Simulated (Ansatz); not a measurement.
The cluster Ta₂N₂⁺. Total charge 1; doublet. Geometry r2SCAN-D4/def2-TZVP, that of the neutral singlet; atoms count from 1.

```tsv
atom	x (Å)	y (Å)	z (Å)
Ta1	0.1776	-0.4334	1.2706
Ta2	-0.1786	0.4333	-1.2705
N3	-0.1092	1.2030	0.4256
N4	0.1101	-1.2029	-0.4257
```

In the def2 sets Ta takes a core potential; there is no spin–orbit coupling. The charge 1 doublet is spin-contaminated (final ⟨S²⟩ up to 1.67, 0.75 for a pure state). The structure comes from a short search, and lower isomers may exist.

Problem. Estimate the Mulliken populations from the PBE0/def2-TZVP orbitals of Ansatz.

Solution. 
```tsv
atom	charge (e)	spin (α − β)	d electrons
Ta1	0.98	1.75	3.10
Ta2	1.00	-0.46	3.08
N3	-0.49	-0.14	–
N4	-0.49	-0.14	–
```
Mulliken values and Mayer orders depend strongly on the basis.

Problem. Where does the spin sit?

Solution. Summed by element: Ta 1.29, N -0.29, of 1 unpaired in all. Largest on single atoms: Ta1 1.75, Ta2 -0.46, N4 -0.14.

Problem. And the Mayer bond orders between bonded heavy atoms (over 0.3)?

Solution. Ta1–Ta2 0.82 (2.71 Å); Ta1–N3 1.51 (1.86 Å); Ta1–N4 1.51 (1.86 Å); Ta2–N3 1.63 (1.86 Å); Ta2–N4 1.63 (1.86 Å).
